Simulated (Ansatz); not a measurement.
Molecule: disilanyl(ethynyl)silane, C2H8Si3 (charge 0, singlet). 
Geometry from a B3LYP-D3(BJ)/def2-TZVP (Ansatz, a quantum-chemistry and plane-wave program) optimisation:
SMILES: [SiH2](C#C)[SiH2][SiH3]
```xyz
13

C      1.3209     2.4505     1.1530
C      1.4700     1.4185     0.5468
Si     1.5991    -0.1700    -0.3454
Si    -0.3644    -1.3815     0.0718
Si    -2.2232    -0.0333    -0.3981
H      1.1973     3.3635     1.6849
H      1.7299     0.1073    -1.7951
H      2.8113    -0.8872     0.1139
H     -0.3893    -1.8045     1.4950
H     -0.3842    -2.6004    -0.7782
H     -3.4852    -0.7995    -0.2535
H     -2.1321     0.4717    -1.7898
H     -2.2545     1.1219     0.5288
```

Wanted: vertical triplet-singlet gap (E(triplet) - E(singlet); each state is the SCF solution reached for its spin), in kJ/mol. Cores are frozen in the correlated levels unless marked. UHF or UKS for open shells. Spin-orbit coupling is left out. No relativistic terms. 

| level | program | vertical triplet-singlet gap (kJ/mol) |
|---|---|---|
| HF/aug-cc-pV(T+d)Z | Ansatz | 422.4 |
| SVWN5/def2-TZVPD | Ansatz | 485.0 |
| r2SCAN/def2-TZVPD | Ansatz | 467.3 |
| B3LYP/def2-TZVPD | Ansatz | 489.5 |
| BHLYP/def2-TZVPD | Ansatz | 484.2 |
| wB97X-V/def2-TZVPD | Ansatz | 513.5 |
| MP2/aug-cc-pV(D+d)Z | Ansatz | 570.5 |
| SCS-MP2/aug-cc-pV(D+d)Z | Ansatz | 567.1 |
| CCSD/aug-cc-pV(D+d)Z | Ansatz | 521.4 |
